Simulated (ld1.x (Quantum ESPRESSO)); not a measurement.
**Scattering properties, TM semilocal potential for hafnium**

ld1.x (Quantum ESPRESSO) 7.5 input, shortened:

```
&input
   title='Hf', zed=72., rel=1, dft='PBE', iswitch=3,
   config='[Xe] 4f14 5d2 6s2 6p0'
 /
 &inputp
   pseudotype=1, tm=.true., lloc=2,
   nlcc=.false.
 /
3
6S  1  0   2.00   0.00  2.20  2.20  0.0
5P  2  1   6.00   0.00  1.82  1.82  0.0
5D  3  2   2.00   0.00  2.15  2.15  0.0
 &test
   configts(1)='5p6 5d2 6s2 6p0'
 /
```

The phase is arctan(r·u′/u) with u = r·R(r), unwrapped; energies in Ry, scanned from -5 to 5 Ry. A pole is an energy at which the radial function vanishes at the test radius. The pseudo phase is shifted by a multiple of π to meet the all-electron one at the reference energy, and phase errors are pseudo minus all-electron; the curves can meet again beyond the range given. Levels narrower than the energy grid can be missing from the lists of poles. Where the grid stepped over a known ghost or core level, its pole and its step of π were put in at the level’s energy.

```json
{"channel": "s", "radius (bohr)": "2.41", "reference energy (Ry)": "-0.38", "poles, all-electron": "-4.93, -4.84, 3.99", "poles, pseudo": "1.58", "unbroken range about the reference energy with phases within 0.05 rad": "-4.2 to 0.1", "phase error 1 Ry above the reference energy (rad)": "-0.182"}
{"channel": "p", "radius (bohr)": "2.41", "reference energy (Ry)": "-2.61", "poles, all-electron": "-2.34", "poles, pseudo": "-2.34", "unbroken range about the reference energy with phases within 0.05 rad": "below 0.6", "phase error 1 Ry above the reference energy (rad)": "-0.002"}
{"channel": "d", "radius (bohr)": "2.41", "reference energy (Ry)": "-0.20", "poles, all-electron": "1.00", "poles, pseudo": "0.99", "unbroken range about the reference energy with phases within 0.05 rad": "below 3.8", "phase error 1 Ry above the reference energy (rad)": "-0.001"}
```

Phases in the s channel:

```
E (Ry)  all-electron  pseudo
 -5.00         2.777  -1.779
 -4.48        -1.719  -1.793
 -3.96        -1.769  -1.810
 -3.44        -1.801  -1.831
 -2.92        -1.833  -1.858
 -2.40        -1.873  -1.894
 -1.88        -1.927  -1.945
 -1.36        -2.010  -2.023
 -0.84        -2.154  -2.160
 -0.32        -2.455  -2.455
  0.20        -3.139  -3.209
  0.72        -3.924  -4.118
  1.24        -4.297  -4.536
  1.76        -4.468  -4.812
  2.28        -4.563  -5.350
  2.80        -4.624  -6.987
  3.32        -4.669  -7.489
  3.84        -4.703  -7.640
  4.36        -4.733  -7.718
  4.88        -4.760  -7.768
```
